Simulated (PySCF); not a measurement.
**Electronic structure of Ne⁺ (neon, charge +1) at the UHF level**

Configuration: [He] 2s1 2p5 3s1, high-spin 4P determinant (an excited configuration). All numbers are calculated (PySCF 2.14, the spin-free X2C one-electron Hamiltonian (Gaussian nucleus), in aug-cc-pCVTZ-DK (7s6p4d2f, 59 functions)).

```json
{
 "Total energy": "-126.011283 hartree",
 "One-electron energy": "-169.5596 hartree",
 "Hartree (Coulomb) energy": "54.6796 hartree",
 "Exchange energy": "-11.1313 hartree",
 "⟨S²⟩": "3.7529",
 "⟨L²⟩": "2.005",
 "Sum of ⟨r⟩": "8.071 bohr",
 "Sum of ⟨r²⟩": "14.05 bohr²",
 "Traceless quadrupole moment −½Σ⟨3z² − r²⟩ along its main axis": "0.281 e·bohr²",
 "Langevin diamagnetic susceptibility": "-11.1 ×10⁻⁶ cm³/mol"
}
```

```
shell  electrons  mean orbital energy (eV)  spread (eV)  rms radius, mean of both spins (bohr)
 1s α          1                   -934.52            0                                  0.183
 1s β          1                   -928.98            0                                  0.183
 2s α          1                   -89.464            0                                  0.889
 2p α          3                   -59.417        3.671                                  0.925
 2p β          2                   -49.718            0                                  0.925
 3s α          1                   -13.275            0                                   2.99
```

The outer electron is Rydberg-like, and this basis confines it to a smaller radius and binds it less than a complete one would.

Spin-orbit constants ζ (cm⁻¹) from the X2C one-electron operator on these orbitals: bare nucleus, nucleus screened by l(l+1)(2l+1)/3 electrons, and screened by the Breit-Pauli mean field of the electrons.

| shell | bare | screened nucleus | mean field |
| --- | --- | --- | --- |
| 2p | 822.4 | 657.9 | 586.4 |

To first order the Landé constant is A = -195.5 cm⁻¹, so the lowest level has J = 5/2 and lies 0.0364 eV below the centre of the term. This holds in LS coupling only.
